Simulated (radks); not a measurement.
Question: Species: Rb+. Configuration: [Kr]. Method: Dirac Kohn-Sham, Wu-Cohen GGA, spin-unpolarised, spherical densities, finite nucleus; Fermi nuclear charge, rms radius 4.2036 fm; computed with a radial shooting solver on a logarithmic mesh with Libxc functionals. Some entries of the table are withheld. Estimate them.

orbital,occ.,eigenvalue (eV),r(max) (bohr),<1/r> (bohr^-1)
1s1/2,2,-15030.55,(1),37.87
2s1/2,2,-2012.420,0.1497,8.500
2p1/2,2,-1826.365,0.1173,(2)
2p3/2,4,-1765.572,0.1207,(3)
3s1/2,2,(4),(5),2.822
3p1/2,2,-236.6375,0.4406,2.711
3p3/2,4,-227.4999,0.4494,2.636
3d3/2,4,-110.6407,(6),2.402
3d5/2,6,-109.0900,(7),2.382
4s1/2,2,-37.6386,1.259,0.9245
4p1/2,2,-22.2579,1.406,0.7876
4p3/2,4,-21.3618,1.435,0.7682

Answer: 
(1) 1s1/2 r(max) (bohr): 0.02629
(2) 2p1/2 <1/r> (bohr^-1): 8.473
(3) 2p3/2 <1/r> (bohr^-1): 8.161
(4) 3s1/2 eigenvalue (eV): -303.3213
(5) 3s1/2 r(max) (bohr): 0.4511
(6) 3d3/2 r(max) (bohr): 0.3913
(7) 3d5/2 r(max) (bohr): 0.3940
